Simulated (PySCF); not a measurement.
## Bi⁺ (bismuth, charge +1) across methods

[Xe] 4f14 5d10 6s2 6p1 7s1, high-spin 3P determinant (an excited configuration). Computed with PySCF 2.14 in aug-cc-pVQZ-PP with ECP60MDF, with scalar relativity through the core potential.

```json
{"method": "LDA", "E (hartree)": "-213.7289", "mean ε 6s β (eV)": "-25.108", "mean ε 6p α (eV)": "-14.451", "mean ε 7s α (eV)": "-6.702", "Σ⟨r²⟩ (bohr²)": "72.93", "⟨S²⟩": "2.000"}
{"method": "B3LYP", "E (hartree)": "-214.0959", "mean ε 6s β (eV)": "-25.647", "mean ε 6p α (eV)": "-15.163", "mean ε 7s α (eV)": "-6.885", "Σ⟨r²⟩ (bohr²)": "73.66", "⟨S²⟩": "2.001"}
{"method": "PBE0", "E (hartree)": "-214.0251", "mean ε 6s β (eV)": "-25.665", "mean ε 6p α (eV)": "-15.429", "mean ε 7s α (eV)": "-7.039", "Σ⟨r²⟩ (bohr²)": "73.71", "⟨S²⟩": "2.002"}
{"method": "CAM-B3LYP", "E (hartree)": "-213.9897", "mean ε 6s β (eV)": "-27.228", "mean ε 6p α (eV)": "-16.691", "mean ε 7s α (eV)": "-7.570", "Σ⟨r²⟩ (bohr²)": "74.06", "⟨S²⟩": "2.001"}
{"method": "PBE", "E (hartree)": "-214.0533", "mean ε 6s β (eV)": "-24.630", "mean ε 6p α (eV)": "-14.318", "mean ε 7s α (eV)": "-6.653", "Σ⟨r²⟩ (bohr²)": "73.19", "⟨S²⟩": "2.001"}
{"method": "UHF", "E (hartree)": "-213.01653", "mean ε 6s β (eV)": "-27.641", "mean ε 6p α (eV)": "-18.133", "mean ε 7s α (eV)": "-7.813", "Σ⟨r²⟩ (bohr²)": "76.96", "⟨S²⟩": "2.006"}
{"method": "LC-wPBE", "E (hartree)": "-214.0468", "mean ε 6s β (eV)": "-28.411", "mean ε 6p α (eV)": "-18.091", "mean ε 7s α (eV)": "-8.273", "Σ⟨r²⟩ (bohr²)": "74.23", "⟨S²⟩": "2.003"}
{"method": "r2SCAN", "E (hartree)": "-214.1127", "mean ε 6s β (eV)": "-24.843", "mean ε 6p α (eV)": "-14.690", "mean ε 7s α (eV)": "-6.637", "Σ⟨r²⟩ (bohr²)": "73.62", "⟨S²⟩": "2.003"}
```

Problem. Estimate the same row for wB97M-V.

Solution. E (hartree) = -213.9569; mean ε 6s β (eV) = -27.911; mean ε 6p α (eV) = -17.622; mean ε 7s α (eV) = -8.082; Σ⟨r²⟩ (bohr²) = 74.31; ⟨S²⟩ = 2.002.

Energies and moments cover only the electrons outside the core potential. Spin-orbit coupling, absent here, splits the open shell strongly. The outer electron is Rydberg-like, and this basis confines it to a smaller radius and binds it less than a complete one would.
